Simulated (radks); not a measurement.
The numbers below are computed, except where a source is named.
All-electron atom: Br in [Ar] 3d10 4s2 4p5 (the NIST ground configuration).

Code: a radial shooting solver on a logarithmic mesh with Libxc functionals. Model: scalar-relativistic Kohn-Sham, LDA (Slater exchange, VWN5 correlation), spin-polarised, spherical densities, finite nucleus; open shells are filled with parallel spins first; Fermi nuclear charge, rms radius 4.1629 fm; hard spherical wall at 10 bohr.

Energy parts (hartree):
| part | energy |
|---|---|
| total | -2603.11533 |
| kinetic | 2658.45838 |
| electron-nucleus | -6280.27895 |
| Hartree | 1107.46945 |
| exchange-correlation | -88.76421 |

Orbitals (lengths in bohr, moments of r in powers of bohr):
orbital  occ.  eigenvalue (hartree)   <1/r>
1s up       1             -488.6076   35.61
1s down     1             -488.6051   35.61
2s up       1             -63.59514   7.885
2s down     1             -63.59358   7.885
2p up       3             -56.14759   7.724
2p down     3             -56.14537   7.724
3s up       1              -8.71731   2.590
3s down     1              -8.71416   2.590
3p up       3              -6.36622   2.440
3p down     3              -6.36264   2.440
3d up       5              -2.46362   2.151
3d down     5              -2.45900   2.153
4s up       1              -0.75860  0.7991
4s down     1              -0.73282  0.7991
4p up       3              -0.30510  0.6344
4p down     2              -0.28120  0.6292
5s up       0              -0.00232  0.2417
5s down     0               0.00176  0.2381
5p up       0               0.06619  0.2168
5p down     0               0.06917  0.2165
4d up       0               0.08746  0.2330
4d down     0               0.09248  0.2242

The highest occupied level is 4p down at -7.652 eV. Summed over all electrons, <r^2> = 40.05 bohr^2, which gives a Langevin (diamagnetic) susceptibility term of -31.7 x 10^-6 cm^3/mol.
